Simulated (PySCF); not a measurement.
Gas-phase equilibrium of 1 mol H2O, 18 mol O2 at 800 K and 1.00 bar, among 9 species (O2, O, HO2, H2O, H, H2O2, O3, H2, OH). Only gases are allowed; each row takes one source of thermochemistry for all species, and Cantera finds the minimum.

Energies from PySCF (xtb for GFN2), thermal terms from the rigid-rotor harmonic-oscillator model, ideal gas at 1 bar. The comparison is the NASA 1993 polynomial table, which mixes measured and estimated data. After a fit of one offset per element over all species, the range-separated, M06-2X, PBE0/def2-QZVP and CCSD(T)/def2-TZVPP enthalpies, where run, lie to one side of the table for O3 (+19 kJ/mol): a fault of the table's entry, another state or a shared error of the levels is possible; this was not checked at source. S°(298 K) at PBE0/def2-TZVP differs from the NASA 1993 table for H2O2 (-8 J/mol/K); whether the harmonic model or the table's entry is off was not settled. † marks an energy on the PBE0/def2-TZVP geometry and frequencies; other levels use their own. CCSD(T) freezes the core. 6-31G* has spherical d functions here. Open shells (unrestricted) among the columns below: O2 (multiplicity 3), O (multiplicity 3, electronic degeneracy 9), OH (multiplicity 2, electronic degeneracy 4); the rest are closed-shell singlets. GFN2 has no spin-polarisation term. Spin-orbit splitting is ignored; it lowers the true energy and changes the entropy of O, OH. No R ln 2 is added for the mirror-image form of H2O2. CCSD(T) isn't extrapolated to the basis-set limit. The harmonic model lacks anharmonicity and excited electronic states, which grow with temperature; levels with a mode under 35 cm⁻¹ are left out. Strong static correlation: O3. Internal rotation in H2O2 is treated as a harmonic vibration of one conformer, which makes the entropy rough. The table's entry may be an old estimate for OH (not checked at source). Warning, large T1 diagnostic: O3 (CCSD(T)/def2-TZVPP†). Warning, point group unlike the PBE0 one: H2O2 (GFN2-xTB).

Molecules larger than those listed are left out.

With table thermochemistry: O2 0.95, O3 <1e-12, O <1e-12, H2O 0.053, H2O2 6.4e-12, OH 9.2e-10.

Question: How far does the composition move with the other sources (CCSD(T)/def2-TZVPP†, GFN2-xTB, HF/6-31G*, PBE0/def2-QZVP†, PBE0/def2-SVP†, LDA/def2-TZVP†)?

Answer: 
```json
[
 {"thermochemistry": "table", "x O2": "0.95", "x O3": "<1e-12", "x O": "<1e-12", "x H2O": "0.053", "x H2O2": "6.4e-12", "x OH": "9.2e-10"},
 {"thermochemistry": "CCSD(T)/def2-TZVPP†", "x O2": "0.95", "x O3": "<1e-12", "x O": "<1e-12", "x H2O": "0.053", "x H2O2": "1.5e-12", "x OH": "3.2e-9"},
 {"thermochemistry": "GFN2-xTB", "x O2": "2.3e-6", "x O3": "0.92", "x O": "<1e-12", "x H2O": "0.068", "x H2O2": "0.0092", "x OH": "<1e-12"},
 {"thermochemistry": "HF/6-31G*", "x O2": "0.77", "x O3": "<1e-12", "x O": "0.18", "x H2O": "0.047", "x H2O2": "<1e-12", "x OH": "0.0016"},
 {"thermochemistry": "PBE0/def2-QZVP†", "x O2": "0.95", "x O3": "<1e-12", "x O": "<1e-12", "x H2O": "0.053", "x H2O2": "<1e-12", "x OH": "1.8e-9"},
 {"thermochemistry": "PBE0/def2-SVP†", "x O2": "0.95", "x O3": "<1e-12", "x O": "<1e-12", "x H2O": "0.053", "x H2O2": "2.0e-12", "x OH": "1.0e-9"},
 {"thermochemistry": "LDA/def2-TZVP†", "x O2": "0.95", "x O3": "3.0e-10", "x O": "<1e-12", "x H2O": "0.053", "x H2O2": "9.5e-11", "x OH": "<1e-12"}
]
```
The most sensitive of these is O3: it spans a factor of 10^12.0 over these rows; at this temperature one factor of ten is RT ln 10 = 15 kJ/mol.
